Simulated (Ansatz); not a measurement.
Start from `[OH][Nb]([OH])([OH])([OH])[F]` and change one atom or group to get `C[N](C)[Nb]([OH])([OH])([OH])[OH]`.

Ansatz, PBE0-D4/def2-TZVP geometries, multiplicity 1. Each molecule was computed in one conformer, which needn't be the lowest.

Elements past krypton have def2 core potentials.

| property | `[OH][Nb]([OH])([OH])([OH])[F]` |
| --- | --- |
| HOMO–LUMO gap (B3LYP/def2-TZVPP) / eV | 6.62 |
| LUMO energy (PBE0/def2-TZVPP) / eV | -1.92 |
| size of the dipole moment (ωB97M-V/def2-TZVPP) / D | 3.02 |
| LUMO energy (PBE/def2-TZVPP) / eV | -2.72 |
| HOMO energy (PBE/def2-TZVPP) / eV | -7.36 |
| size of the dipole moment (PBE/def2-TZVPP) / D | 2.97 |

(1) Give the same properties after the change, and the shifts. (Best estimate.)

## Answers

(1) The calculation gave: 
```
                                          property  `C[N](C)[Nb]([OH])([OH])([OH])[OH]`  shift
             HOMO–LUMO gap (B3LYP/def2-TZVPP) / eV                                 4.96  -1.66
                LUMO energy (PBE0/def2-TZVPP) / eV                                -1.25   0.67
size of the dipole moment (ωB97M-V/def2-TZVPP) / D                                 2.57  -0.45
                 LUMO energy (PBE/def2-TZVPP) / eV                                -2.07   0.65
                 HOMO energy (PBE/def2-TZVPP) / eV                                -5.34   2.02
    size of the dipole moment (PBE/def2-TZVPP) / D                                 2.47  -0.50
```

With PBE0 the HOMO rises by 2.40 eV and the LUMO rises by 0.67 eV, so the gap narrows by about 1.73 eV. PBE moves the HOMO by 2.02 eV and ωB97M-V by 2.56 eV. Dipoles are sizes alone; their direction can turn.

Positive LUMOs are unbound, so they and the gaps depend on the basis.

B3LYP here is the variant with VWN-RPA as its local correlation; programs differ in this.
